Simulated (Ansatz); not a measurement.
Species: C₄H₁₂Ge, SMILES `[CH3][Ge]([CH3])([CH3])[CH3]` (charge 0, multiplicity 1).

Task: Give a relaxed geometry from B3LYP-D3(BJ)/def2-SVP in Ansatz (a quantum-chemistry and plane-wave program).

Result: the end point of this relaxation (outside a Z-matrix the atoms follow the SMILES, hydrogens last).
Z-matrix (Å, degrees):
```
Ge
C 1 1.9702
H 2 1.1012 1 110.66
H 2 1.1012 3 108.26 1 121.43
H 2 1.1012 3 108.26 4 117.14
C 1 1.9702 2 109.47 3 60.07
H 6 1.1012 1 110.66 2 60.02
H 6 1.1012 7 108.26 1 121.43
H 6 1.1012 7 108.26 8 117.14
C 1 1.9702 2 109.47 3 -179.93
H 10 1.1012 1 110.66 2 -179.94
H 10 1.1012 11 108.26 1 121.43
H 10 1.1012 11 108.26 12 117.14
C 1 1.9702 2 109.47 3 -59.93
H 14 1.1012 1 110.66 2 -59.99
H 14 1.1012 15 108.26 1 121.43
H 14 1.1012 15 108.26 16 117.14
```
